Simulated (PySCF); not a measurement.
**Electron correlation in F(2+) (fluorine, charge +2)**

[He] 2s2 2p3, high-spin 4S determinant. Computed with PySCF 2.14 in aug-cc-pCVTZ-DK (7s6p4d2f, 59 functions), with scalar relativity by spin-free X2C-1e. Frozen: nothing; 7 electrons correlated.

| level | correlation energy (mhartree) |
| --- | --- |
| CCSD | -172.39 |
| (T) | -1.44 |
| CCSD(T) | -173.83 |

Diagnostics: T1 = 0.0024, D1 = 0.0074, largest double amplitude 0.028.

Cost of the coupled-cluster step: of the order of 9 core-seconds, for 7 correlated electrons.
